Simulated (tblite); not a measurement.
C₄H₁₀BN.
SMILES with atom numbers: `[BH3-:1][NH2+:2][CH2:3][CH2:4][C:5]#[CH:6]` (hydrogens: H7, H8, H9 on B1; H10, H11 on N2; H12, H13 on C3; H14, H15 on C4; H16 on C6)
Bond orders are those of one Lewis drawing.

Computed with GFN2-xTB (tblite), gas phase: L-BFGS steps from a force-field or distance-geometry start until the largest atomic force falls under 0.01 eV/Å.

The end geometry, which sets the zero of energy:
```
atom  x, y, z in Å
B1     -2.2430   -0.7126    0.3044
N2     -0.8085   -0.0418   -0.1377
C3     -0.0049    0.4481    0.9759
C4      1.3337    1.0358    0.5110
C5      2.0918    0.0565   -0.2439
C6      2.6649   -0.7770   -0.8832
H7     -2.7516   -1.0588   -0.7174
H8     -2.8542    0.1498    0.8562
H9     -1.9761   -1.6258    1.0221
H10    -1.0270    0.7119   -0.7830
H11    -0.2913   -0.7553   -0.6452
H12     0.1655   -0.3920    1.6525
H13    -0.5867    1.2014    1.5111
H14     1.9174    1.3481    1.3802
H15     1.1635    1.9164   -0.1171
H16     3.1989   -1.4956   -1.4299
```

**Question.** These geometries come from the run, each turned onto the end geometry. Order them by energy, lowest first.
A.
```
atom  x, y, z in Å
B1     -2.2385   -0.7320    0.2973
N2     -0.8386    0.0254   -0.1242
C3      0.0087    0.4501    0.9824
C4      1.3431    1.0301    0.4938
C5      2.0994    0.0323   -0.2401
C6      2.6582   -0.8198   -0.8656
H7     -2.6489   -1.1885   -0.7247
H8     -2.9423    0.1091    0.7544
H9     -1.9463   -1.5754    1.0809
H10    -1.1071    0.8260   -0.6871
H11    -0.3238   -0.6218   -0.7144
H12     0.1868   -0.4182    1.6173
H13    -0.5409    1.1803    1.5777
H14     1.9252    1.3534    1.3587
H15     1.1640    1.9013   -0.1463
H16     3.1934   -1.5431   -1.4040
```
B.
```
atom  x, y, z in Å
B1     -1.8959   -1.0120    0.1749
N2     -0.9421    0.3092   -0.1308
C3     -0.0718    0.7835    0.9499
C4      1.3460    1.0793    0.4519
C5      1.9285   -0.1240   -0.1068
C6      2.3443   -1.1532   -0.5513
H7     -2.8743   -0.8372   -0.4851
H8     -2.1203   -1.0312    1.3469
H9     -1.2733   -1.9608   -0.1957
H10    -1.5650    1.0374   -0.4573
H11    -0.3767   -0.0021   -0.9125
H12    -0.0258    0.0076    1.7155
H13    -0.5118    1.6795    1.3892
H14     1.9637    1.4118    1.2878
H15     1.3336    1.8742   -0.2992
H16     2.7332   -2.0528   -0.9216
```
C.
```
atom  x, y, z in Å
B1     -2.0805   -0.8523    0.2497
N2     -0.8831    0.1983   -0.1491
C3     -0.0126    0.5742    0.9602
C4      1.3426    1.0836    0.4569
C5      2.0283   -0.0161   -0.1997
C6      2.4972   -1.0021   -0.6910
H7     -2.6517   -1.0838   -0.7757
H8     -2.7658   -0.2905    1.0498
H9     -1.5390   -1.8171    0.6908
H10    -1.3315    1.0118   -0.5582
H11    -0.3367   -0.2773   -0.8636
H12     0.1505   -0.3245    1.5560
H13    -0.5203    1.3127    1.5831
H14     1.9429    1.4290    1.3014
H15     1.2135    1.9186   -0.2397
H16     2.9386   -1.8553   -1.1149
```
D.
```
atom  x, y, z in Å
B1     -1.8290   -1.0321    0.2241
N2     -0.9777    0.3343   -0.2483
C3     -0.1261    0.7903    0.8574
C4      1.3203    1.0721    0.4696
C5      1.9257   -0.1389   -0.0413
C6      2.3269   -1.1706   -0.4889
H7     -2.9182   -0.9040   -0.2603
H8     -1.8405   -0.9620    1.4259
H9     -1.1695   -1.9344   -0.2136
H10    -1.6114    1.0596   -0.5653
H11    -0.3932    0.1209   -1.0500
H12    -0.0968   -0.0441    1.5469
H13    -0.6013    1.6322    1.3609
H14     1.8658    1.3736    1.3621
H15     1.3921    1.8752   -0.2592
H16     2.7253   -2.0630   -0.8641
```
E.
```
atom  x, y, z in Å
B1     -2.2485   -0.6980    0.3081
N2     -0.8129   -0.0440   -0.1406
C3     -0.0051    0.4305    0.9768
C4      1.3330    1.0211    0.5134
C5      2.0957    0.0553   -0.2540
C6      2.6862   -0.7603   -0.8986
H7     -2.7345   -1.1150   -0.6984
H8     -2.8819    0.1917    0.7893
H9     -1.9886   -1.5548    1.0933
H10    -1.0319    0.7144   -0.7806
H11    -0.2994   -0.7561   -0.6543
H12     0.1584   -0.4193    1.6436
H13    -0.5840    1.1784    1.5240
H14     1.9211    1.3220    1.3835
H15     1.1528    1.9094   -0.1011
H16     3.2319   -1.4663   -1.4482
```

**Answer.** E (0.003 eV), A (0.015 eV), C (0.052 eV), B (0.183 eV), D (0.323 eV).

In the order of the answer:

```json
{"step": "88", "E above end (eV)": "0.003", "largest force (eV/Å)": "0.13", "rms force component (eV/Å)": "0.028", "rms distance from end (Å)": "0.042", "rms bond change (Å)": "0.001", "bond most changed (Å)": "B1–N2 -0.004"}
{"step": "72", "E above end (eV)": "0.015", "largest force (eV/Å)": "0.17", "rms force component (eV/Å)": "0.048", "rms distance from end (Å)": "0.090", "rms bond change (Å)": "0.002", "bond most changed (Å)": "B1–H8 -0.004"}
{"step": "57", "E above end (eV)": "0.052", "largest force (eV/Å)": "0.12", "rms force component (eV/Å)": "0.037", "rms distance from end (Å)": "0.328", "rms bond change (Å)": "0.002", "bond most changed (Å)": "B1–H7 +0.004"}
{"step": "24", "E above end (eV)": "0.183", "largest force (eV/Å)": "0.12", "rms force component (eV/Å)": "0.040", "rms distance from end (Å)": "0.697", "rms bond change (Å)": "0.005", "bond most changed (Å)": "B1–N2 +0.014"}
{"step": "7", "E above end (eV)": "0.323", "largest force (eV/Å)": "0.46", "rms force component (eV/Å)": "0.156", "rms distance from end (Å)": "0.753", "rms bond change (Å)": "0.011", "bond most changed (Å)": "B1–N2 +0.034"}
```

What follows is the cost of the whole relaxation. On an Arm Neoverse V1 with one thread, on a shared host, this took 0.49 s of wall time.
